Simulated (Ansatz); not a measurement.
Total energies of Sn₁₄H₁₈Cl₂, a nanocrystal cut from the lattice of tin (2 of the caps Cl) from Ansatz at PBE0-D4/def2-SVP, gas phase (1 Eh = 27.2114 eV = 2625.5 kJ/mol). The reference geometry is relaxed at r2SCAN-D4/def2-SVP.

```xyz
34

Sn   -3.605    2.209    0.227
Sn    1.373   -3.840   -0.683
Sn   -1.221   -1.308    1.997
Sn   -0.951   -0.414   -2.478
Sn    0.302    3.925   -1.564
Sn    2.642    0.388    0.236
Sn    0.034    3.020    2.970
Sn   -0.030   -3.021   -2.969
Sn   -2.646   -0.388   -0.240
Sn   -1.371    3.841    0.686
Sn   -0.303   -3.925    1.565
Sn    3.607   -2.208   -0.224
Sn    0.947    0.412    2.474
Sn    1.216    1.306   -2.001
Cl    2.172   -6.070   -1.082
Cl   -2.171    6.071    1.085
H    -4.648    2.230    1.593
H    -4.486    2.780   -1.134
H    -2.265   -1.282    3.373
H    -1.829    0.158   -3.850
H    -0.571    4.497   -2.930
H     1.624    4.987   -1.284
H     3.968    1.456    0.528
H    -0.997    3.048    4.346
H     1.358    4.075    3.267
H    -1.349   -4.081   -3.269
H     1.005   -3.046   -4.341
H    -3.975   -1.451   -0.531
H    -1.622   -4.991    1.284
H     0.568   -4.493    2.934
H     4.490   -2.774    1.138
H     4.649   -2.232   -1.591
H     1.824   -0.164    3.845
H     2.260    1.283   -3.377
```

```json
{"state": "charge 0 singlet", "geometry": "reference", "energy (Eh)": "-3931.34249"}
{"state": "charge 1 doublet", "geometry": "reference", "energy (Eh)": "-3931.04991"}
{"state": "charge -1 doublet", "geometry": "reference", "energy (Eh)": "-3931.39295"}
{"state": "charge -1 doublet", "geometry": "relaxed at r2SCAN-D4/def2-SVP", "energy (Eh)": "-3931.41843"}
{"state": "free Sn atom (triplet)", "geometry": "–", "energy (Eh)": "-214.25429"}
{"state": "free Cl atom (doublet)", "geometry": "–", "energy (Eh)": "-459.83853"}
{"state": "free H atom (doublet)", "geometry": "–", "energy (Eh)": "-0.50029"}
```

In the def2 sets Sn takes a core potential; there is no spin–orbit coupling. Single mean-field runs in def2-SVP are fitted with def2-universal-jkfit.

Task: Work out the vertical ionisation energy to the doublet.

Result: E(charge 1 doublet) − E(charge 0 singlet) = -3931.04991 − (-3931.34249) = 0.29258 Eh = 7.96 eV. For comparison, −ε of the highest occupied level is 6.93 eV at this level, 1.03 eV less.

Task: Work out the vertical electron affinity, to the doublet.

Result: E(charge 0 singlet) − E(charge -1 doublet) = -3931.34249 − (-3931.39295) = 0.05046 Eh = 1.37 eV. The basis lacks diffuse functions, which makes affinities too small.

Task: Give the fundamental gap IE − EA, the Mulliken electronegativity (IE + EA)/2 and the hardness (IE − EA)/2.

Result: From the values in Eh: IE − EA = 0.29258 − 0.05046 = 0.24212 Eh = 6.59 eV; (IE + EA)/2 = 4.67 eV; (IE − EA)/2 = 3.29 eV. The HOMO–LUMO gap of the same run is 4.65 eV, 1.94 eV smaller than the fundamental gap.

Task: How much does the charge -1 doublet relax, and what is the adiabatic electron affinity?

Result: Relaxation: -3931.39295 − (-3931.41843) = 0.02548 Eh = 0.69 eV. Adiabatic electron affinity: 0.07594 Eh = 2.07 eV, without zero-point energy. 

Task: What is the binding energy per atom against free atoms?

Result: Atoms: 14 × (-214.25429) + 2 × (-459.83853) + 18 × (-0.50029) = -3928.24234 Eh. Binding: -3928.24234 − (-3931.34249) = 3.10015 Eh = 84.36 eV, or 2.48 eV for each of 34 atoms (no zero-point energy, no counterpoise term).
